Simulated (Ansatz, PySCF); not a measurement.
The PySCF input:
```python
from pyscf import gto, scf, dft

mol = gto.M(
    atom='''
Si    0.00085030    0.00527408    0.92381323
Cl    1.01602194    1.21319412   -0.38826774
Cl   -1.01672219   -1.21753748   -0.37251962
''',
    basis='def2-svp',
    verbose=4,
)

mf = dft.RKS(mol)
mf.xc = 'blyp'
mf.grids.atom_grid = (99, 590)
mf.grids.prune = None
mf.kernel()
```

Convert this to an input for Ansatz (an electronic-structure program).

Several could match; the one computed here: 
Ansatz 0.2 input:
```yaml
crystal:
  periodic: [false, false, false]
  atoms:
    - {symbol: Si, position_ang: [0.00085030, 0.00527408, 0.92381323]}
    - {symbol: Cl, position_ang: [1.01602194, 1.21319412, -0.38826774]}
    - {symbol: Cl, position_ang: [-1.01672219, -1.21753748, -0.37251962]}
basis:
  gaussian:
    orbitals: def2-SVP
hamiltonian:
  xc: blyp
accuracy: high
```

Both were run: PySCF gave -1209.564823 Eh and Ansatz -1209.564821 Eh, 0.002 mEh apart.
